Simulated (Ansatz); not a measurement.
Computed with Ansatz on PBE0-D4/def2-TZVP structures; ΔE is electronic, products minus reactants. CCSD(T)/CBS is the MP2 limit (def2-TZVPP, def2-QZVPP) plus CCSD(T) − MP2 in def2-TZVPP, frozen cores. This one scheme is used for every species. Functionals use def2-TZVPP. For Ge outer-core shells are correlated without core-valence functions, which leaves a few kJ/mol of doubt a bond. Scalar relativity is left out up to krypton. One conformer a species, not always the lowest.

Reaction (ligand exchange at the Si–N bond): `OCCN[SiH3]` + `[OH][GeH2][F]` → `[F][GeH2][O][SiH3]` + `NCCO`

| species | BLYP-D4 energy (Eh) |
| --- | --- |
| `OCCN[SiH3]` | -501.12888 |
| `[OH][GeH2][F]` | -2254.05320 |
| `[F][GeH2][O][SiH3]` | -2544.79080 |
| `NCCO` | -210.40967 |

Work out ΔE.

ΔE = (-2544.79080) + (-210.40967) − (-501.12888) − (-2254.05320) = -0.01839 Eh = -48.3 kJ/mol. CCSD(T)/CBS gives -54.8 kJ/mol.

Largest T1 diagnostic among the species: 0.012.

From PBE to PBE0 (25 % exact exchange), in def2-TZVPP and without D4, ΔE moves by −4.6 kJ/mol. In def2-TZVPP, CCSD(T) changes the Hartree–Fock value by +14.2 kJ/mol (the triples alone add +2.2 kJ/mol) and MP2 by +15.2 kJ/mol.
